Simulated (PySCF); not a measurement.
CBr₃, SMILES Br[C](Br)Br, multiplicity 2.

The structure is a stationary point at PBE-D3(BJ)/def2-SVP. The isomer is the one that the SMILES or the coordinates give; other isomers of the formula were not compared.

All values below come from TDA-B3LYP/def2-SVPD in PySCF 2.14.0.

Vertical excitations; the highest root listed may be one member of a degenerate set. The molecule is in vacuum.

### Question
Give excitation energies, oscillator strengths and character. (An estimate is asked for; the answer gives what the named calculation found.)

### Answer

```tsv
state	energy (eV)	λ (nm)	f	main pairs
root 1	2.58	481	0.000	α HOMO→LUMO 99 %
root 2	3.71	334	0.000	β HOMO→LUMO 99 %
root 3	4.27	291	0.005	α HOMO→LUMO+1, β HOMO−2→LUMO (degenerate set)
root 4	4.27	291	0.005	α HOMO→LUMO+2, β HOMO−1→LUMO (degenerate set)
root 5	4.38	283	0.000	α HOMO−1→LUMO 76 %, β HOMO→LUMO+1 21 %
root 6	4.48	277	0.022	α HOMO→LUMO+1, β HOMO−2→LUMO, β HOMO−3→LUMO (degenerate set)
root 7	4.48	277	0.022	α HOMO→LUMO+2, β HOMO−1→LUMO, β HOMO−4→LUMO (degenerate set)
root 8	4.68	265	0.025	β HOMO−3→LUMO (degenerate set)
root 9	4.68	265	0.025	β HOMO−4→LUMO (degenerate set)
root 10	4.92	252	0.000	α HOMO−1→LUMO 22 %, β HOMO→LUMO+1 77 %
```
Unrestricted roots are not spin-pure.
